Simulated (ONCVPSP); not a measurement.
**Which change was made? (Ag, ONCV)**

| Item | Value |
| --- | --- |
| Element | Ag (Z = 47) |
| Generator | ONCVPSP 4.0.1 |
| Type | optimised norm-conserving Vanderbilt (ONCV) |
| Functional | LDA (Perdew-Wang 92) |
| Relativity | scalar-relativistic |
| Frozen core | [Ar] 3d10 |
| Valence charge | 19 |
| Reference configuration | 4s2 4p6 4d10 5s1 |
| Partial waves | 4s+5s: rc 1.40 bohr, ncon 4, nbas 7, qcut 9.3 1/bohr, 2 projectors; 4p: rc 1.15 bohr, ncon 4, nbas 7, qcut 6.3 1/bohr, 1 projector; 4d: rc 1.50 bohr, ncon 3, nbas 7, qcut 10.6 1/bohr, 2 projectors, debl 3.9 Ha |
| Local potential | polynomial inside 0.80 bohr (lpopt 5, dvloc0 6 Ha) |
| Core correction | none |

Cutoffs, loose and tight: the cutoffs (Ha) at which the residual kinetic energy of the hardest occupied pseudo-wave falls to 1 and 0.1 mHa per electron. They do not see the model core or the augmentation charge, which bear on the density cutoff. Test errors are all-electron minus pseudo excitation energies from the reference, over the configurations 4s2 4p6 4d10 5s0; 4s2 4p6 4d9 5s0; 4s2 4p6 4d8 5s0; 4s1 4p6 4d10 5s1; variants that change the core or the reference have their own tests.

The base gives: outcome: generated; cutoff, loose: 94 Ha; cutoff, tight: 115 Ha; bound ghosts: none; GHOST(+) flags above zero: s; largest test error (meV): -103.

(1) After one change the result is: outcome: generated; cutoff, loose: 48 Ha; cutoff, tight: 93 Ha; bound ghosts: none; GHOST(+) flags above zero: s; largest test error (meV): -153. Which change was it?
A. all radii scaled by about 1.33 (s 1.86, p 1.52, d 2.00 bohr); local potential polynomial inside 1.06 bohr (lpopt 5, dvloc0 6 Ha)
B. all radii scaled by about 1.08 (s 1.50, p 1.24, d 1.62 bohr); local potential polynomial inside 0.86 bohr (lpopt 5, dvloc0 6 Ha)
C. all radii scaled by about 1.20 (s 1.68, p 1.38, d 1.80 bohr); local potential polynomial inside 0.96 bohr (lpopt 5, dvloc0 6 Ha)

Answers

(1) B. The others give: all radii scaled by about 1.33 (s 1.86, p 1.52, d 2.00 bohr); local potential polynomial inside 1.06 bohr (lpopt 5, dvloc0 6 Ha) → outcome: generated; cutoff, loose: 27 Ha; cutoff, tight: 32 Ha; bound ghosts: none; GHOST(+) flags above zero: none; largest test error (meV): -397 | all radii scaled by about 1.20 (s 1.68, p 1.38, d 1.80 bohr); local potential polynomial inside 0.96 bohr (lpopt 5, dvloc0 6 Ha) → outcome: generated; cutoff, loose: 30 Ha; cutoff, tight: 36 Ha; bound ghosts: none; GHOST(+) flags above zero: s; largest test error (meV): -248.
